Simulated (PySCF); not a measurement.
Compound: C5H13BGeO.
Atom-mapped SMILES: `[GeH3:1][O:2][C@@H:3]1[BH:4][CH2:5][CH2:6][CH2:7][CH2:8]1` (hydrogens: H9, H10, H11 on Ge1; H12 on C3; H13 on B4; H14, H15 on C5; H16, H17 on C6; H18, H19 on C7; H20, H21 on C8)

Geometry (PBE0-D3(BJ)/def2-SVP, Å), atoms numbered from 1 in this order:
```
atom  x, y, z in Å
Ge1    2.5162   -1.2244    0.0338
O2     0.9866   -1.0428    0.9344
C3    -0.1617   -0.4941    0.3279
B4    -1.2162    0.0224    1.3715
C5    -2.6849    0.2648    0.8825
C6    -3.1335   -0.6440   -0.2660
C7    -2.0522   -0.8242   -1.3264
C8    -0.7623   -1.3994   -0.7502
H9     2.6802    0.0093   -0.8822
H10    3.6059   -1.2878    1.1117
H11    2.5142   -2.5148   -0.8113
H12    0.0913    0.4767   -0.1805
H13   -0.8532    0.3252    2.4861
H14   -2.6595    1.3219    0.5356
H15   -3.4086    0.2714    1.7136
H16   -3.3926   -1.6370    0.1428
H17   -4.0575   -0.2621   -0.7309
H18   -1.8377    0.1505   -1.8033
H19   -2.4217   -1.4800   -2.1312
H20   -0.9586   -2.3893   -0.3015
H21   -0.0288   -1.5710   -1.5585
```

Computed with TDDFT PBE0/def2-SVPD, vertical, gas phase, core orbitals frozen in the response (PySCF). Relativistic effects, spin–orbit coupling among them, are left out although an element past zinc is present.

```
state  E (eV)  λ (nm)       f  |μ| (D)   main configurations (H = HOMO, L = LUMO)
   S1    4.96   249.8  0.0012     0.25                                  H→L (92%)
   S2    5.48   226.2   0.011     0.74                                H-1→L (91%)
   S3    5.90   210.3  0.0019     0.29                                H-2→L (92%)
   S4    6.48   191.4  0.0077     0.56    H→L+1 (48%), H-1→L+1 (24%), H→L+2 (18%)
   S5    6.72   184.6   0.041     1.27  H-1→L+1 (43%), H→L+2 (26%), H-1→L+2 (11%)
   S6    6.80   182.2   0.029     1.07                   H→L+2 (50%), H→L+1 (36%)
   S7    6.89   180.0   0.015     0.75                                H-3→L (82%)
   S8    7.01   176.8   0.023     0.92               H-1→L+2 (69%), H-1→L+1 (22%)
   S9    7.10   174.7  0.0060     0.47                                H-4→L (97%)
  S10    7.31   169.7  0.0017     0.25                                H→L+3 (92%)
```

Triplets, Tamm–Dancoff:

| state | E (eV) | λ (nm) | main configurations (H = HOMO, L = LUMO) |
| --- | --- | --- | --- |
| T1 | 4.51 | 275.0 | H→L (81%), H-1→L (14%) |
| T2 | 5.17 | 240.0 | H-1→L (52%), H-2→L (32%), H→L (9%) |
| T3 | 5.39 | 230.2 | H-2→L (55%), H-1→L (30%) |
| T4 | 6.14 | 202.1 | H→L+1 (60%), H-1→L+1 (16%), H→L+2 (10%) |

The lowest singlet comes at 250 nm (479 kJ/mol) in the ultraviolet; it is very weak; its leading configuration is HOMO→LUMO (92%). The most intense listed level is S5 at 6.72 eV (185 nm, f = 0.041), 1.75 eV above S1. Löwdin shares by element: HOMO oxygen 31%, carbon 26% or more, boron 13% (atoms not listed hold the other 29%); LUMO boron 44%, carbon 23% or more, hydrogen 8% or more (atoms not listed hold the other 25%). The listed states span 2.34 eV, and the widest gap between neighbours is 0.58 eV (S3 to S4). Of the 10 states listed, 5 reach f = 0.01 and none stays under 0.0005. The oscillator strengths of these states sum to 0.138; summed over the whole spectrum of an exact calculation they would give the number of electrons, 88 (Thomas–Reiche–Kuhn). The vertical ionisation energy (ΔSCF) is 9.16 eV, 1.86 eV above S10. Singlets were solved by full linear response, triplets in the Tamm–Dancoff approximation.

Hardware: an Arm Neoverse N1 with one thread, on a shared host. Cost: 16 min, 1.2 GiB resident at most.

One conformer stands for the species.
